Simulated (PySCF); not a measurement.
**Excitation energy of Te(2+) by level of theory**

Te(2+) [Kr] 4d10 5s2 5p2 (3P) → Te(2+) [Kr] 4d10 5s1 5p2 5d1 (high-spin determinant), as a difference of total energies. Computed with PySCF 2.14 in x2c-QZVPPall with one added diffuse shell each of s, p, d, f type (14s10p8d5f1g, 128 functions), with the spin-free X2C one-electron Hamiltonian (Gaussian nucleus). Correlated levels: valence: [Kr] 4d10 frozen; valence and next inner shell: [Ar] 3d10 frozen. The calculations carry no spin-orbit coupling.

```csv
method,excitation energy (cm⁻¹)
UHF,154460
LDA,170100
PBE,166240
PBE0,165130
r2SCAN0,163600
TPSS,164620
MP2 (valence),161360
SCS-MP2 (valence),164980
MP2 (valence and next inner shell),169880
SCS-MP2 (valence and next inner shell),171690
```

Question: Estimate what r2SCAN gives.

Answer: 163360 cm⁻¹, closest to r2SCAN0 among the rows shown.

Question: Estimate what BHandHLYP gives.

Answer: 168350 cm⁻¹, closest to MP2 (valence and next inner shell) among the rows shown.

A first-order spin-orbit estimate (lowest level to lowest level, LS coupling) adds 0.111 eV.

The promoted electron is Rydberg-like, and one or two diffuse shells describe it only roughly, which tends to raise the upper state.

The determinant of the upper state mixes LS terms, which raises its energy above the lowest term, most at the Hartree-Fock and MP2 levels.
